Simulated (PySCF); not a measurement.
Stepwise substitution at one centre (B I-SH). Isolated molecules, 0 K electronic values unless said otherwise. One relaxed conformer stands for each flexible species; it need not be the lowest. Strings in code marks are SMILES.

Computed with TPSSh-D3(BJ)/def2-TZVP // PBE0-D3(BJ)/def2-TZVP (PySCF 2.14.0). Excitations are Tamm–Dancoff values on a coarser integration grid. The basis has no diffuse functions, so Rydberg states are missing or too high.

```
species                                                                           LUMO (eV)  S1 oscillator strength  T1 excitation (TDA) (eV)  brightest of the four lowest singlets (TDA) (eV)
--------------------------------------------------------------------------------  ---------  ----------------------  ------------------------  ------------------------------------------------
0 of 3 I replaced by SH (`IB(I)I`)                                                    -2.88                       …                      3.27                                              4.59
1 of 3 I replaced by SH                                                               -2.29                   0.000                         …                                              5.20
2 of 3 I replaced by SH (`SB(S)I` (H–S–B–I torsion 180°, I–B–S–H torsion -180°))      -1.70                       …                      4.49                                              5.31
3 of 3 I replaced by SH                                                                   …                   0.000                      4.75                                              5.95
```

**Question.** Some entries are withheld; supply them.

**Answer.** 
- 0 of 3 I replaced by SH (`IB(I)I`), S1 oscillator strength: 0.000
- 1 of 3 I replaced by SH, T1 excitation (TDA) (eV): 4.00
- 2 of 3 I replaced by SH (`SB(S)I` (H–S–B–I torsion 180°, I–B–S–H torsion -180°)), S1 oscillator strength: 0.000
- 3 of 3 I replaced by SH, LUMO (eV): -1.13
